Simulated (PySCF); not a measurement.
Numbering as in the mapped SMILES `[CH2:1]=[CH:2][CH2:3][O:4][SiH3:5]`. Hydrogens are named by the atom that carries them. Ha(C1) is cis to C3; Hb(C1) is trans to C3.

Geometry: PBE0-D3(BJ)/def2-SVP; GIAO shifts from PySCF 2.14, gas phase, non-relativistic, averaged over equivalent atoms.

At PBE0/pcSseg-1 (132 basis functions, 20 s wall time on 1 thread of an Arm Neoverse N1, shared host):
| atoms | δ (ppm) |
| --- | --- |
| C2 | 147.5 |
| C1 | 122.5 |
| C3 | 71.2 |
| O4 | 19.0 |
| Si5 | -31.3 |
| H(C2) | 6.30 |
| Ha(C1) | 5.41 |
| Hb(C1) | 5.32 |
| H(Si5) | 4.81 |
| H(C3) | 4.10 |

δ = σ(ref) − σ, references computed at the same level: ¹³C (σref 184.41), ²⁹Si (σref 351.99), ¹H (σref 31.27) vs TMS; ¹⁷O (σref 334.56) vs H2O.

Predict the values at KT2/pcSseg-2 on the same geometry.

Results:


```
 atoms  δ at KT2/pcSseg-2  change
    C2              142.9    -4.6
    C1              114.8    -7.7
    C3               74.8    +3.6
    O4               29.9   +10.9
   Si5              -33.1    -1.8
 H(C2)               6.22   -0.08
Ha(C1)               5.22   -0.19
Hb(C1)               5.10   -0.22
H(Si5)               5.05   +0.24
 H(C3)               4.27   +0.17
```

Scale: TMS for ¹³C (182.28 ppm), ²⁹Si (350.99 ppm), ¹H (31.18 ppm); ¹⁷O (324.36 ppm) vs H2O (reference shieldings calculated alike).

The largest change is at O4 (oxygen bonded to C, Si). Cost: 299 basis functions, 86 s wall time on 1 thread of an Arm Neoverse N1, shared host. The order of the carbon signals is the same at both levels.

Experimental scales use liquid or dissolved standards, which lie at an offset from isolated H2O (liquid H2O: subtract about 36 ppm).
